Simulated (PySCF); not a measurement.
## Ge₂⁺: frontier orbitals

ωB97M-V at R = 2.417 Å; PySCF, no relativity, basis sets Ge def2-TZVPPD. State: ⁴Σg⁻ (quartet), unpaired electrons σ ↑, π ↑↑. Only the outer orbitals are listed.

```
spin  orbital  occ.  ε (eV)   main shells (%)
   α       σg     1  -24.63         90 s, 8 p
   α       σu     1  -20.48              99 s
   α       σg     1  -14.69         91 p, 9 s
   α       πu     1  -14.10              95 p
   α       πu     1  -14.10              95 p
   α       πg     0   -6.42              96 p
   α       πg     0   -6.42              96 p
   α       σu     0   -3.39  44 s, 29 p, 26 d
   β       σg     1  -22.61              92 s
   β       σu     1  -18.49              96 s
   β       σg     0   -7.77         90 p, 9 s
   β       πu     0   -7.37              97 p
   β       πu     0   -7.37              97 p
```

**Question.** Which are the highest filled and the lowest empty level, where do they sit, and how wide is the gap?

**Answer.** Highest filled α πu at -14.10 eV (in %: 95 p); lowest empty β σg at -7.77 eV (in %: 90 p, 9 s); the gap at ωB97M-V is 6.33 eV.

The bond order (Mayer) is 1.61. The ⟨S²⟩ is 3.754.

Spin–orbit coupling is left out. The state was picked by a PBE0 search and need not be the measured ground state.
